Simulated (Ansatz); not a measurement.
Cartesian coordinates in Å:
```
C -0.236 1.590 0.742
Ga -0.437 -0.346 0.538
N 0.635 -0.975 -1.157
Cl 0.589 -1.676 1.938
Cl -2.359 -1.152 -0.122
H -0.794 1.926 1.618
H 0.812 1.860 0.884
H -0.627 2.116 -0.131
H 0.500 -1.981 -1.209
H 0.286 -0.567 -2.017
H 1.631 -0.796 -1.083
```

Charge 0, multiplicity 1.

**Question.** List the r2SCAN/def2-TZVPP orbital energies in eV (Ansatz 0.2.0). (Best estimate.)

**Answer.** Computed: Occupied: -10122.28, -2752.26, -2752.26, -1244.39, -1100.79, -1100.76, -1100.72, -387.57, -272.71, -253.64, -253.64, -192.16, -192.16, -192.05, -192.05, -192.04, -192.04, -148.08, -100.93, -100.85, -100.74, -25.06, -21.02, -20.97, -20.59, -20.49, -20.44, -19.80, -19.37, -17.66, -14.37, -14.28, -11.86, -10.18, -10.16, -9.29, -8.49, -8.12, -7.44, -7.32, -7.10, -6.95. Lowest empty: -0.46, 0.26, 1.64, 1.65, 1.68, 1.90, 2.03, 3.26.
